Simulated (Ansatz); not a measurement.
Ansatz (a quantum-chemistry and plane-wave program) input:

Ansatz 0.2 input:
```yaml
crystal:
  periodic: [false, false, false]
  atoms:
    - {symbol: Si, position_ang: [0.46826851, -0.28607781, -0.40263298]}
    - {symbol: Br, position_ang: [1.94449731, -0.07786942, 1.28708378]}
    - {symbol: O, position_ang: [-0.37225883, 1.10650446, -0.48669671]}
    - {symbol: O, position_ang: [-0.59429345, -1.44492084, -0.07043633]}
    - {symbol: H, position_ang: [0.04091695, 1.96076804, -0.56864916]}
    - {symbol: H, position_ang: [-1.45906843, -1.24767089, 0.29426463]}
basis:
  gaussian:
    orbitals: def2-TZVP
hamiltonian:
  xc: b3lyp
  dispersion: d3bj
magnetization: {spin_polarized: true, initial_magnetization: 1}
relax: {f_tol: 0.002, max_steps: 150}
```

Problem. What final total energy does it print?

Solution. -3015.53699 Eh (B3LYP-D3(BJ)/def2-TZVP). The basis has 159 functions.

It need not be the lowest isomer of its formula.
